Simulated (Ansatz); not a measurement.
Harmonic frequencies (cm⁻¹) at PBE0-D4/def2-TZVP from Ansatz: 103, 104, 140, 203, 244, 271, 309, 325, 328, 419, 518, 639, 652, 734, 738, 747, 806, 3880.

Each molecule was computed in one conformer, which needn't be the lowest.

(1) Which molecule is it?
A. `[OH][Mo]([F])([F])([F])([F])[F]`
B. `[OH][Mo]([OH])([F])([F])=[S]`
C. `[O]=[Mo]([OH])([OH])([F])[Cl]`
D. `[CH3][Mo](=[O])(=[S])[Cl]`

Results:

(1) A.
